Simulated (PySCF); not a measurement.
C²⁺: ionisation energy

C²⁺ [He] 2s2 (1S) → C³⁺ [He] 2s1 (2S), as a difference of total energies. Computed with PySCF 2.14 in aug-cc-pVTZ (5s4p3d2f, 46 functions), with the non-relativistic Hamiltonian (point nucleus). Correlated levels: valence: 1s2 frozen. The calculations carry no spin-orbit coupling.

```json
{"method": "UHF", "ionisation energy (eV)": "45.787"}
{"method": "LDA", "ionisation energy (eV)": "46.947"}
{"method": "PBE", "ionisation energy (eV)": "47.104"}
{"method": "PBE0", "ionisation energy (eV)": "47.042"}
{"method": "r2SCAN", "ionisation energy (eV)": "46.622"}
{"method": "M06-L", "ionisation energy (eV)": "46.903"}
{"method": "wB97M-V", "ionisation energy (eV)": "47.178"}
{"method": "M06-2X", "ionisation energy (eV)": "47.326"}
{"method": "B3LYP", "ionisation energy (eV)": "47.235"}
{"method": "MP2 (valence)", "ionisation energy (eV)": "46.961"}
{"method": "SCS-MP2 (valence)", "ionisation energy (eV)": "47.195"}
```

Errors of the correlated levels include the incompleteness of this basis and the frozen core.

MP2 underrates the near-degeneracy of ns² with np² in the lower species.

Which method comes closest to the reference value, and which is furthest?

The reference is 47.888 eV (measured; NIST Atomic Spectra Database, ionization energies). Closest: M06-2X (error -0.562 eV); furthest: UHF (error -2.101 eV).
